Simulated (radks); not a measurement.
Results of a calculation; reference values are marked as such.
Species: Nb XXVI. Configuration: [Ne] 3s2 3p4.

Code: a radial shooting solver on a logarithmic mesh with Libxc functionals. Model: scalar-relativistic Kohn-Sham, LB94 model potential, spin-polarised, spherical densities, finite nucleus; open shells are filled with parallel spins first (spin-orbit coupling, left out, can overturn this in heavy ions); Fermi nuclear charge, rms radius 4.324 fm.

Energy parts (hartree):
| part | energy |
|---|---|
| kinetic | 3524.58807 |
| electron-nucleus | -7478.86476 |
| Hartree | 631.62387 |
(The LB94 potential has no energy functional, so no total or exchange-correlation energy is given.)

Orbitals (lengths in bohr, moments of r in powers of bohr; <r^-3> diverges for s and p1/2):
[
 {"orbital": "1s up", "occ.": "1", "eigenvalue (hartree)": "-738.1454", "<r^4>": "7.916e-06", "<r^-3>": "-"},
 {"orbital": "1s down", "occ.": "1", "eigenvalue (hartree)": "-738.1526", "<r^4>": "7.911e-06", "<r^-3>": "-"},
 {"orbital": "2s up", "occ.": "1", "eigenvalue (hartree)": "-139.7043", "<r^4>": "0.001385", "<r^-3>": "-"},
 {"orbital": "2s down", "occ.": "1", "eigenvalue (hartree)": "-139.6751", "<r^4>": "0.001388", "<r^-3>": "-"},
 {"orbital": "2p up", "occ.": "3", "eigenvalue (hartree)": "-129.6852", "<r^4>": "0.0009802", "<r^-3>": "2411"},
 {"orbital": "2p down", "occ.": "3", "eigenvalue (hartree)": "-129.6022", "<r^4>": "0.0009833", "<r^-3>": "2406"},
 {"orbital": "3s up", "occ.": "1", "eigenvalue (hartree)": "-51.04455", "<r^4>": "0.04509", "<r^-3>": "-"},
 {"orbital": "3s down", "occ.": "1", "eigenvalue (hartree)": "-50.80341", "<r^4>": "0.04505", "<r^-3>": "-"},
 {"orbital": "3p up", "occ.": "3", "eigenvalue (hartree)": "-47.82760", "<r^4>": "0.04329", "<r^-3>": "546.2"},
 {"orbital": "3p down", "occ.": "1", "eigenvalue (hartree)": "-47.61251", "<r^4>": "0.04315", "<r^-3>": "552.4"},
 {"orbital": "3d up", "occ.": "0", "eigenvalue (hartree)": "-43.47186", "<r^4>": "0.03052", "<r^-3>": "81.65"},
 {"orbital": "3d down", "occ.": "0", "eigenvalue (hartree)": "-43.36927", "<r^4>": "0.03007", "<r^-3>": "82.57"},
 {"orbital": "4s up", "occ.": "0", "eigenvalue (hartree)": "-26.35787", "<r^4>": "0.5412", "<r^-3>": "-"},
 {"orbital": "4s down", "occ.": "0", "eigenvalue (hartree)": "-26.24555", "<r^4>": "0.5461", "<r^-3>": "-"}
]

The highest occupied level is 3p down at -1295.6 eV. The spin density at the nucleus is -0.57 e/bohr^3 (1s -4.95, 2s 11.41, 3s -7.02). The electron density at the nucleus is 8.446e+04 e/bohr^3 (large components only). For comparison, the ionisation energy in NIST's Atomic Spectra Database is 1294 eV (semi-empirical). In exact Kohn-Sham theory the highest level is minus the ionisation energy, but local and semilocal functionals leave it too shallow, through self-interaction and a potential that decays too fast; potentials with the right tail come closer.
